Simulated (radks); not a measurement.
Isoelectronic series with 15 electrons, all held in the configuration [Ne] 3s2 3p3, which need not be the ground one along the series. All-electron calculation, non-relativistic Kohn-Sham, PBEsol, spin-unpolarised, spherical densities, point nucleus. Program: a radial shooting solver on a logarithmic mesh with Libxc functionals. Total energies (hartree) and orbital eigenvalues (hartree):

ion    E (hartree)         3p         3s         2p
P       -340.46176   -0.20177   -0.50872   -4.56960
S+      -396.84732   -0.61622   -1.00822   -6.17584
Cl2+    -457.83258   -1.16275   -1.64002   -8.05889
Ar3+    -523.40316   -1.83267   -2.39507  -10.20773
K4+     -593.55075   -2.62183   -3.26916  -12.61704
Ca5+    -668.27002   -3.52785   -4.25994  -15.28378
Sc6+    -747.55736   -4.54924   -5.36593  -18.20601
Ti7+    -831.41018   -5.68499   -6.58616  -21.38245
V8+     -919.82661   -6.93441   -7.91994  -24.81221
Cr9+   -1012.80520   -8.29698   -9.36679  -28.49463
Mn10+  -1110.34487   -9.77233  -10.92633  -32.42922
Fe11+  -1212.44475  -11.36017  -12.59830  -36.61560
Co12+  -1319.10415  -13.06027  -14.38246  -41.05350
Ni13+  -1430.32250  -14.87245  -16.27866  -45.74267
